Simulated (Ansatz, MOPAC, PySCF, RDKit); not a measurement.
Complex: CH4O (SMILES CO) (first 6 atoms) with C3H8 (SMILES CCC); geometry from B3LYP-D3(BJ)/def2-TZVP, rigid monomers moved along the line of their centres of mass till H6···C7 is 2.41 Å.
(charge 0, multiplicity 1):
```xyz
17

C      0.4843     0.2433    -0.2798
O     -0.5138    -0.5181     0.3832
H      0.7516     1.1470     0.2786
H      0.0681     0.5428    -1.2407
H      1.3934    -0.3402    -0.4639
H     -0.1745    -0.7962     1.2398
C     -0.3032    -1.2829     3.5944
C     -0.0244     0.0823     4.2179
C      0.3361     1.1441     3.1821
H     -0.5351    -2.0340     4.3515
H     -1.1547    -1.2360     2.9104
H      0.5663    -1.6445     3.0362
H      0.7879    -0.0090     4.9447
H     -0.9033     0.4074     4.7816
H      0.5175     2.1138     3.6488
H      1.2431     0.8669     2.6375
H     -0.4656     1.2691     2.4506
```

Counterpoise-corrected where a basis set is named; no monomer relaxation. Rows marked so take none. RDKit's UFF carries no charges.

Cores are frozen in the correlated methods. Rows in 6-31G* carry no dispersion term and start afresh at each structure (6-31G* with six Cartesian d functions). The state reached by PM3 isn't checked.

Programs: Ansatz (Gaussian orbitals); MOPAC for PM3 (differences of heats of formation); PySCF for 6-31G* rows, the dispersion terms; RDKit for the force fields. Each number belongs to the level named beside it.

```json
[
 {"level": "UFF", "interaction energy (kJ/mol)": "25.6"},
 {"level": "PM3", "interaction energy (kJ/mol)": "-5.3"},
 {"level": "HF/6-31G* (no counterpoise)", "interaction energy (kJ/mol)": "7.3"},
 {"level": "PBE-D3(BJ)/def2-TZVPPD", "interaction energy (kJ/mol)": "-7.1"},
 {"level": "B3LYP/def2-TZVPPD", "interaction energy (kJ/mol)": "5.7"},
 {"level": "PBE0-D3(BJ)/def2-TZVPPD", "interaction energy (kJ/mol)": "-6.4"},
 {"level": "PBE0-D4/def2-TZVPPD", "interaction energy (kJ/mol)": "-5.8"},
 {"level": "M06-2X/6-31G* (no counterpoise)", "interaction energy (kJ/mol)": "[?]"},
 {"level": "SCS-MP2/aug-cc-pVDZ", "interaction energy (kJ/mol)": "[?]"}
]
```

Task: Fill in the missing entries.

Result: 
- M06-2X/6-31G* (no counterpoise), interaction energy (kJ/mol): -12.7
- SCS-MP2/aug-cc-pVDZ, interaction energy (kJ/mol): 1.2

Ansatz is an electronic-structure program.
